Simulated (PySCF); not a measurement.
An unknown is described by computed data only.

Formula: C5H8OSi.

* Rotational structure: rotational constants A, B, C: 5.673, 1.224, 1.150 GHz [GFN2-xTB]
* 13C NMR: chemical shifts (computed TMS as zero) by class: 148.2 (1 C), 142.9 (1 C), 129.9 (1 C), 118.1 (1 C), 8.7 (1 C) ppm [GIAO PBE0/pcSseg-1]
* NMR, other nuclei: isotropic shieldings of nuclei other than C and H, by class: 37 (1 O), 414 (1 Si) ppm [GIAO PBE0/pcSseg-1]
* Triplet: lowest triplet excitation (Tamm–Dancoff): 3.97 eV [TDA CAM-B3LYP/def2-SVPD]
* UV, strongest line: among the 8 lowest singlet transitions: S8 at 7.50 eV (165 nm, f = 0.288) [TDDFT CAM-B3LYP/def2-SVPD]
* UV, first state: lowest singlet excitation: 6.07 eV (204 nm, f = 0.111) [TDDFT CAM-B3LYP/def2-SVPD]

Gas-phase values; electronic properties from PySCF, density fitting. Levels stand in brackets. Geometry: GFN2-xTB, one conformer, isolated molecule. NMR values are class means; diastereotopic atoms form classes of their own.

Question: Propose a structure and show how it fits.

Answer: Numbering: `[SiH3:1][CH2:2][c:3]1[cH:4][cH:5][o:6][cH:7]1`. Its formula, C5H8OSi, gives 3 degrees of unsaturation: 1 ring and 2 π bonds in the structure found (Kekulé form). 5 carbons fall into 5 classes; from least to most shielded: aromatic CH next to a ring oxygen [C5] (148.2 ppm), aromatic CH next to a ring oxygen [C7] (142.9 ppm), substituted aromatic carbon [C3] (129.9 ppm), aromatic CH carbon [C4] (118.1 ppm), chain sp3 carbon bound to silicon [C2] (8.7 ppm). The other shieldings belong to: 37 ppm, furan-type oxygen [O6]; 414 ppm, SiH3 silicon [Si1]. The optimised geometry has point group C1 and is an asymmetric top. Structure: `[SiH3]Cc1ccoc1`. Computed isomers that give other values at the same levels: `CC#C/C=C/O[SiH3]` (rotational constant A: 13.228 GHz; this holds for the one conformer computed); `C=C1CC=CO[SiH2]1` (13C chemical shifts (computed TMS as zero) by class: 149.1 (1 C), 149.1 (1 C), 132.9 (1 C), 107.3 (1 C), 38.3 (1 C) ppm); `C=C1C=CCO[SiH2]1` (13C chemical shifts (computed TMS as zero) by class: 143.3 (1 C), 138.7 (1 C), 137.9 (1 C), 133.0 (1 C), 67.2 (1 C) ppm). The assignments are read from this structure; whether some other isomer fits the data as well wasn't checked.

Conformer computed: `[SiH3:1][CH2:2][c:3]1[cH:4][cH:5][o:6][cH:7]1`: Si1–C2–C3–C4 79°.
